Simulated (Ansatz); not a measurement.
Cost and result for the atomization energy of ClGeH5OSi (`O[SiH](Cl)[GeH3]`) (9 atoms, 8 bonds).

```xyz
9

O    -1.986   -0.584    0.231
Si   -0.648    0.197    0.764
Cl    0.134   -0.752    2.423
Ge    1.089    0.271   -0.863
H    -1.893   -1.489   -0.072
H    -1.124    1.529    1.197
H     0.639    1.054   -2.107
H     1.445   -1.163   -1.292
H     2.344    0.937   -0.280
```

The species carries charge 0 and has multiplicity 1. Correlated methods include outer-core shells of Ge, which these sets cover unevenly. Scalar relativity is left out up to krypton. All single points use the PBE0-D4/def2-TZVP geometry. It is one conformer, not always the lowest. Program: Ansatz. All runs use 4 threads of an Arm Neoverse V1 on a shared host. Times are those of one run each, without the atoms' runs, and a repeat can differ threefold. Electronic energies, without spin–orbit coupling; frozen cores. CCSD(T)/CBS adds CCSD(T) − MP2 in def2-TZVPP to the MP2 limit, and its time is that of the two runs behind it. T1 = 0.012. With those shells the extrapolation isn't a true limit. B3LYP takes the VWN-RPA correlation (the form of Gaussian; ORCA's B3LYP/G).

CCSD(T)/CBS is a level of theory with its own doubt, some kJ/mol a heavy atom from the limit and from the frozen cores, so smaller differences don't rank the functionals.

```csv
level,functions,wall time
PBE-D4/def2-TZVPP (with forces),233,2.4 s
PBE0-D4/def2-TZVPP,233,3.3 s
r2SCAN-D4/def2-TZVPP (with forces),233,4.9 s
B3LYP-D4/def2-TZVPP (with forces),233,5.5 s
B2PLYP/def2-TZVPP,233,5.5 s
ωB97X-V/def2-TZVPP,233,8.5 s
ωB97M-V/def2-TZVPP (with forces),233,12 s
MP2/def2-QZVPP,436,19 s
CCSD(T)/def2-TZVPP,233,2 min
CCSD(T)/CBS(def2),–,2.3 min
```

What atomization energy does each give, and how far from CCSD(T)/CBS? (Estimate.)

The calculation gave: 
```csv
level,atomization (kJ/mol),difference from CCSD(T)/CBS,per bond
PBE-D4/def2-TZVPP (with forces),2781.3,-25.6,-3.2
PBE0-D4/def2-TZVPP,2751.1,-55.8,-7.0
r2SCAN-D4/def2-TZVPP (with forces),2797.2,-9.7,-1.2
B3LYP-D4/def2-TZVPP (with forces),2762.5,-44.4,-5.5
B2PLYP/def2-TZVPP,2739.6,-67.3,-8.4
ωB97X-V/def2-TZVPP,2808.0,1.1,0.1
ωB97M-V/def2-TZVPP (with forces),2785.0,-21.9,-2.7
MP2/def2-QZVPP,2799.0,-7.9,-1.0
CCSD(T)/def2-TZVPP,2729.3,-77.6,-9.7
CCSD(T)/CBS(def2),2806.9,0.0,0.0
```

From PBE to PBE0 (25 % exact exchange), in def2-TZVPP and without D4, the atomization energy moves by −27.2 kJ/mol: exact exchange takes away binding that semilocal exchange gives to molecules. The D4 term adds +34.6 kJ/mol with B3LYP and +18.1 kJ/mol with PBE0; it sums over pairs of atoms, weighted by their polarisabilities, and B3LYP, whose exchange is more repulsive, gets the larger term. In def2-TZVPP, CCSD(T) changes the Hartree–Fock value by +700.9 kJ/mol (the triples alone add +37.8 kJ/mol) and MP2 by +724.6 kJ/mol; breaking electron pairs costs correlation energy, which Hartree–Fock lacks.
